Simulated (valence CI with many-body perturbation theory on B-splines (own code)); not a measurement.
## Sm²²⁺: fill in the table

Method: relativistic CI+MBPT: four valence electrons over a frozen Dirac-Fock core [Kr], a basis of 7 s, 7 p, 8 d, 6 f, 4 g, 1 h functions for each j, with the one-electron correlation potential Σ1 (screened to all orders), the two-electron term Σ2, the three-electron term Σ3, Breit, model QED; selected single and double excitations, second order for the rest, scaled by the run's own slope (own B-spline code, finite nucleus).

No measured spectrum was set against this ion. As an estimate, terms of the open shell hold to 2 to 4 % of their energy, and close levels can change places. The list stops below the first excitations out of the core.

| Level | E (cm⁻¹) |
| --- | --- |
| (4d3/2^4) J=0 | 0.0 |
| (4d3/2^3 4d5/2) J=1 | 31245 |
| (4d3/2^3 4d5/2) J=2 | 50409 |
| (4d3/2^3 4d5/2) J=4 | 59794 |
| (4d3/2^3 4d5/2) J=3 | ? |
| (4d3/2^2 4d5/2^2) J=0 [a] | ? |
| (4d3/2^2 4d5/2^2) J=4 [a] | ? |
| (4d3/2^2 4d5/2^2) J=3 [a] | 98551 |
| (4d3/2^2 4d5/2^2) J=2 [a] | 99551 |
| (4d3/2^2 4d5/2^2) J=5 | 107100 |
| (4d3/2^2 4d5/2^2) J=1 | 111170 |
| (4d3/2^2 4d5/2^2) J=6 | 114420 |
| (4d3/2^2 4d5/2^2) J=4 [b] | 122890 |
| (4d3/2^2 4d5/2^2) J=2 [b] | 125360 |
| (4d3/2^2 4d5/2^2) J=3 [b] | 126100 |
| (4d3/2 4d5/2^3) J=4 [a] | 141190 |
| (4d3/2^2 4d5/2^2) J=2 [c] | ? |
| (4d3/2 4d5/2^3) J=3 [a] | ? |
| (4d3/2 4d5/2^3) J=5 | ? |
| (4d3/2 4d5/2^3) J=1 [a] | 163210 |

Levels are named by their leading jj configuration (3d3/2^4 stands for four electrons in 3d with j = 3/2), which in mixed levels can hold well under half, so a name can repeat and another be missing. Letters in brackets count levels of one name in rising energy.

(1) The levels stand in rising order. What does the calculation give for the missing energies?

Results:

(1) (4d3/2^3 4d5/2) J=3 60624; (4d3/2^2 4d5/2^2) J=0 [a] 86977; (4d3/2^2 4d5/2^2) J=4 [a] 91165; (4d3/2^2 4d5/2^2) J=2 [c] 150620; (4d3/2 4d5/2^3) J=3 [a] 152260; (4d3/2 4d5/2^3) J=5 161740.
